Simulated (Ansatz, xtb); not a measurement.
# Relative energy of two isomers of C6H9NO

Structure I: `CC(=O)N[C@@H]1[C@@H]2C[C@@H]21`, a singlet. Structure II: `CC(=O)N[C@H]1[C@@H]2C[C@@H]21`, a singlet. Both are isolated molecules in the gas phase, relaxed with B3LYP-D3(BJ)/def2-SVP; the shapes shown needn't be the lowest conformers.

I (Å):

| atom | x (Å) | y (Å) | z (Å) |
| --- | --- | --- | --- |
| C | -0.9921 | -1.6046 | 1.9920 |
| C | 0.0874 | -0.7199 | 1.3864 |
| C | 0.5395 | 0.9702 | -0.3386 |
| C | 0.1103 | 2.2998 | -0.8660 |
| C | -0.8505 | 1.8493 | -1.9256 |
| C | 0.4962 | 1.2006 | -1.8145 |
| N | -0.3423 | 0.0698 | 0.3525 |
| O | 1.2381 | -0.7140 | 1.7883 |
| H | -1.4173 | -2.2808 | 1.2327 |
| H | -0.5482 | -2.1989 | 2.7992 |
| H | -1.8150 | -0.9948 | 2.3990 |
| H | -1.3110 | 0.0194 | 0.0660 |
| H | 1.5297 | 0.9154 | 0.1232 |
| H | 0.5567 | 3.2837 | -0.7228 |
| H | -0.9960 | 2.5296 | -2.7728 |
| H | -1.7662 | 1.2991 | -1.6620 |
| H | 1.3010 | 1.1665 | -2.5486 |

II (Å):

```xyz
17

C     2.6072   -1.4924   -1.8413
C     1.5605   -0.5580   -1.2537
C    -0.1147   -0.3460    0.5377
C    -1.2373   -1.1318    1.1484
C    -1.6419   -0.1572    2.2076
C    -0.1991   -0.5052    2.0276
N     0.9064   -1.0645   -0.1575
O     1.3194    0.5410   -1.7167
H     3.3647   -1.7612   -1.0874
H     2.1408   -2.4250   -2.1985
H     3.0952   -0.9875   -2.6830
H     1.1560   -1.9862    0.1817
H    -0.2961    0.6253    0.0613
H    -1.5185   -2.1736    0.9971
H    -2.0023    0.8425    1.9206
H    -2.1365   -0.5763    3.0901
H     0.5176   -0.9453    2.7201
```

Estimate which is lower in electronic energy at CCSD(T)/def2-SVP + ΔMP2/def2-TZVPP, and by roughly how much.

CCSD(T)/def2-SVP + ΔMP2/def2-TZVPP gives E(II) − E(I) = +2.02 kJ/mol, slightly favouring structure I, which is too small a margin to settle the true order.

Level by level:

| level | geometry | E(II) − E(I) (kJ/mol) | departure from the last row (kJ/mol) | job, with rough time for the two |
| --- | --- | --- | --- | --- |
| GFN2-xTB | GFN2-xTB | −3.27 | −5.29 | optimisation, 1.1 s |
| HF/STO-3G | GFN2-xTB | −0.02 | −2.04 | single point, 1.1 s |
| r2SCAN-D4/def2-SVP | GFN2-xTB | +1.53 | −0.49 | single point, 7.2 s |
| B3LYP-D3(BJ)/def2-SVP | B3LYP-D3(BJ)/def2-SVP | +1.61 | −0.41 | optimisation, 96 s |
| HF/def2-SVP | B3LYP-D3(BJ)/def2-SVP | +0.64 | −1.38 | part of the CCSD(T) run |
| MP2/def2-SVP | B3LYP-D3(BJ)/def2-SVP | +3.69 | +1.67 | part of the CCSD(T) run |
| CCSD(T)/def2-SVP | B3LYP-D3(BJ)/def2-SVP | +3.58 | +1.56 | single point |
| CCSD(T)/def2-SVP + ΔMP2/def2-TZVPP | B3LYP-D3(BJ)/def2-SVP | +2.02 |  | single point, 3.3 min |

As drawn, both hold the same kinds of bond in the same numbers.

The largest departure from CCSD(T)/def2-SVP + ΔMP2/def2-TZVPP is that of GFN2-xTB, 5.29 kJ/mol. The last row adds to CCSD(T) the change of the MP2 difference between the two basis sets, here −1.56 kJ/mol.

With thermal terms from frequencies at re-optimised GFN2-xTB minima (ideal gas, soft modes damped towards free rotors, one conformer each, 298.15 K, 1 atm): the zero-point term adds −0.45 kJ/mol; ΔH is +1.73 and ΔG +1.12 kJ/mol.

The correlated steps freeze 8 core orbitals. Programs: Ansatz 0.2.0, xtb 6.7.1; the last row on 2 threads of Intel(R) Xeon(R) Processor @ 2.70GHz on a shared host.
